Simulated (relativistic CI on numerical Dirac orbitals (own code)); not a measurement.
## Line list: Electric-dipole lines, Mn16+

Method of calculation: Dirac-Coulomb-Breit CI, separate exchange-only KLI orbitals for each configuration, a model potential for QED, unscaled Slater integrals (own radial code, finite nucleus).

CI space (outside the closed core 1s2): 2s2 2p5, 2s 2p6, 2p6 3s, 2s2 2p4 3s, 2p6 3p, 2p6 3d, 2s2 2p4 3p, 2s2 2p4 3d, 2s 2p5 3s, 2s 2p5 3p, 2s 2p5 3d, 2s2 2p4 4s, 2s2 2p4 4p, 2s2 2p4 4d, 2s2 2p4 4f, 2s 2p5 4s. Levels of other configurations are missing.

| λ vac (nm) | Lower | Upper | A (s⁻¹) | log gf | S velocity/length |
| --- | --- | --- | --- | --- | --- |
| 1.2652 | 2s2 2p5 2P°_3/2 [1] | 2s2 2p4 4d 2D_5/2 [161] | 4.30e+12 | -0.21 | 0.95 |
| 1.2761 | 2s2 2p5 2P°_3/2 [1] | 2s2 2p4 4d 2D_5/2 [138] | 3.52e+12 | -0.29 | 0.95 |
| 1.5579 | 2s2 2p5 2P°_1/2 [2] | 2s2 2p4 3d 2D_3/2 [60] | 1.18e+13 | 0.23 | 0.97 |
| 1.5604 | 2s 2p6 2S_1/2 [3] | 2s 2p5 3d 2P°_1/2 [106] | 1.68e+13 | 0.09 | 0.96 |
| 1.5622 | 2s 2p6 2S_1/2 [3] | 2s 2p5 3d 2P°_3/2 [105] | 1.23e+13 | 0.26 | 0.96 |
| 1.5661 | 2s2 2p5 2P°_3/2 [1] | 2s2 2p4 3d 2D_5/2 [56] | 1.70e+13 | 0.58 | 0.98 |
| 1.5673 | 2s2 2p5 2P°_3/2 [1] | 2s2 2p4 3d 2P_3/2 [55] | 1.65e+13 | 0.38 | 0.94 |
| 1.5733 | 2s2 2p5 2P°_3/2 [1] | 2s2 2p4 3d 2S_1/2 [53] | 1.23e+13 | -0.04 | 0.93 |
| 1.5807 | 2s2 2p5 2P°_1/2 [2] | 2s2 2p4 3d 2P_1/2 [58] | 1.77e+13 | 0.12 | 0.94 |
| 1.5819 | 2s2 2p5 2P°_1/2 [2] | 2s2 2p4 3d 2D_3/2 [57] | 1.10e+13 | 0.22 | 0.98 |
| 1.5873 | 2s2 2p5 2P°_3/2 [1] | 2s2 2p4 3d 2D_5/2 [49] | 5.50e+12 | 0.10 | 0.97 |
| 1.6045 | 2s2 2p5 2P°_3/2 [1] | 2s2 2p4 3d 4F_5/2 [41] | 3.04e+12 | -0.15 | 0.97 |
| 1.6098 | 2s 2p6 2S_1/2 [3] | 2s 2p5 3d 2P°_3/2 [102] | 1.30e+13 | 0.30 | 0.97 |
| 1.6224 | 2s 2p6 2S_1/2 [3] | 2s 2p5 3d 2P°_1/2 [101] | 1.18e+13 | -0.03 | 0.97 |
| 5.1609 | 2s2 2p4 3p 2D°_5/2 [15] | 2s2 2p4 4d 2F_7/2 [135] | 5.22e+11 | 0.22 | 1.00 |
| 5.1674 | 2s2 2p4 3p 4D°_7/2 [14] | 2s2 2p4 4d 4F_9/2 [133] | 5.61e+11 | 0.35 | 1.01 |
| 5.1682 | 2s2 2p4 3p 2F°_7/2 [26] | 2s2 2p4 4d 2G_9/2 [174] | 5.65e+11 | 0.35 | 1.00 |
| 5.8570 | 2s2 2p4 3d 2D_5/2 [59] | 2s2 2p4 4f 2F°_7/2 [198] | 1.30e+12 | 0.73 | 0.95 |
| 5.8592 | 2s2 2p4 3d 4D_7/2 [31] | 2s2 2p4 4f 4F°_9/2 [144] | 1.04e+12 | 0.73 | 0.99 |
| 5.8598 | 2s2 2p4 3d 4D_5/2 [32] | 2s2 2p4 4f 4F°_7/2 [145] | 7.77e+11 | 0.51 | 0.98 |
| 5.9135 | 2s2 2p4 3d 4F_5/2 [44] | 2s2 2p4 4f 4G°_7/2 [165] | 1.14e+12 | 0.68 | 0.98 |
| 5.9153 | 2s2 2p4 3d 2G_7/2 [50] | 2s2 2p4 4f 2H°_9/2 [183] | 1.22e+12 | 0.81 | 1.00 |
| 5.9191 | 2s2 2p4 3d 2G_9/2 [51] | 2s2 2p4 4f 2H°_11/2 [184] | 1.27e+12 | 0.90 | 1.00 |
| 5.9288 | 2s2 2p4 3d 4F_7/2 [45] | 2s2 2p4 4f 4G°_9/2 [167] | 1.20e+12 | 0.80 | 0.99 |
| 5.9355 | 2s2 2p4 3d 4F_9/2 [36] | 2s2 2p4 4f 4G°_11/2 [147] | 1.27e+12 | 0.90 | 1.00 |
| 5.9780 | 2s2 2p4 3d 2F_7/2 [38] | 2s2 2p4 4f 2G°_9/2 [148] | 1.21e+12 | 0.81 | 0.99 |
| 5.9831 | 2s2 2p4 3d 4P_5/2 [47] | 2s2 2p4 4f 4D°_7/2 [171] | 1.06e+12 | 0.66 | 0.99 |
| 6.0169 | 2s2 2p4 3d 2F_7/2 [54] | 2s2 2p4 4f 2G°_9/2 [193] | 1.04e+12 | 0.75 | 1.00 |
| 6.1025 | 2s2 2p4 3d 4F_5/2 [41] | 2s2 2p4 4f 2F°_7/2 [149] | 7.31e+11 | 0.51 | 0.98 |
| 37.917 | 2s2 2p4 3s 4P_5/2 [4] | 2s2 2p4 3p 4D°_7/2 [14] | 5.09e+09 | -0.06 | 1.12 |

Terms are leading LS components. Brackets give the number of a level in order of energy, since labels repeat. The list gives strong lines, with weight on those to low levels, among the lowest 200 of 207 levels, so that lines to higher ones, which can be the strongest, are missing. Levels whose partners in the same complex of configurations lie outside the list can be far off, and so can their lines. Rates are taken at the computed energies, electric ones in the length gauge. A velocity-to-length ratio far from 1 marks an uncertain rate.

At this charge energies of transitions that change n are usually good to better than 1 %, and those within a shell (Δn = 0) to a few per cent.

LS names give the leading component of a level, which can be under half, so a name can repeat, a term be missing and a line seem to break the LS rules.
